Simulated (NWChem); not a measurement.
System meant: CH$_{4}$F$_{2}$OSi; SMILES O[Si@@H](F)CF

NWChem input:

```
start job
memory heap 200 mb stack 900 mb global 1100 mb
geometry units angstroms noautoz
  O      1.632544     0.581741     0.001871
  Si     0.049633     0.443996     0.428248
  F     -0.838233     1.615675    -0.267752
  C     -0.742033    -1.153618    -0.187677
  F     -0.058318    -2.244862     0.308619
  H      1.890347     0.380687    -0.902194
  H     -0.003355     0.606049     1.896499
  H     -1.800020    -1.209763     0.127897
  H     -0.742929    -1.193129    -1.293305
end
basis spherical
  O library def2-svp
  Si library def2-svp
  F library def2-svp
  C library def2-svp
  H library def2-svp
end
dft
  odft
  mult 2
  xc pbe0
  iterations 150
  mulliken
end
task dft energy
```

End of the output:

```
 Summary of "ao basis" -> "" (spherical)
 ------------------------------------------------------------------------------
       Tag                 Description            Shells   Functions and Types
 ---------------- ------------------------------  ------  ---------------------
 O                          def2-svp                 6       14   3s2p1d
 Si                         def2-svp                 8       18   4s3p1d
 F                          def2-svp                 6       14   3s2p1d
 C                          def2-svp                 6       14   3s2p1d
 H                          def2-svp                 3        5   2s1p

                                 NWChem DFT Module
                                 -----------------

 Summary of "ao basis" -> "ao basis" (spherical)
 ------------------------------------------------------------------------------
       Tag                 Description            Shells   Functions and Types
 ---------------- ------------------------------  ------  ---------------------
 O                          def2-svp                 6       14   3s2p1d
 Si                         def2-svp                 8       18   4s3p1d
 F                          def2-svp                 6       14   3s2p1d
 C                          def2-svp                 6       14   3s2p1d
 H                          def2-svp                 3        5   2s1p

  number of electrons :                   50
  multiplicity        :                    2
 ------------------------------------------------------------------------
  no. of electrons and multiplicity not compatible                  50
 ------------------------------------------------------------------------
 ------------------------------------------------------------------------
  current input line :
    28: task dft energy
 ------------------------------------------------------------------------
 ------------------------------------------------------------------------
 There is an error in the input file
 ------------------------------------------------------------------------
 For more information see the NWChem manual at https://nwchemgit.github.io

0: no. of electrons and multiplicity not compatible:Received an Error in Communication
```

Problem. Find the fault in this run and fix the input.

Solution. The program refused the input. Cause: the multiplicity doesn't fit the number of electrons (an even count wants an odd multiplicity, and the reverse). This input runs:
```
start job
memory heap 200 mb stack 900 mb global 1100 mb
geometry units angstroms noautoz
  O      1.632544     0.581741     0.001871
  Si     0.049633     0.443996     0.428248
  F     -0.838233     1.615675    -0.267752
  C     -0.742033    -1.153618    -0.187677
  F     -0.058318    -2.244862     0.308619
  H      1.890347     0.380687    -0.902194
  H     -0.003355     0.606049     1.896499
  H     -1.800020    -1.209763     0.127897
  H     -0.742929    -1.193129    -1.293305
end
basis spherical
  * library def2-svp
end
dft
  xc pbe0
  iterations 150
  mulliken
end
task dft energy
```
It converges to -604.23052 Ha (PBE0/def2-SVP).
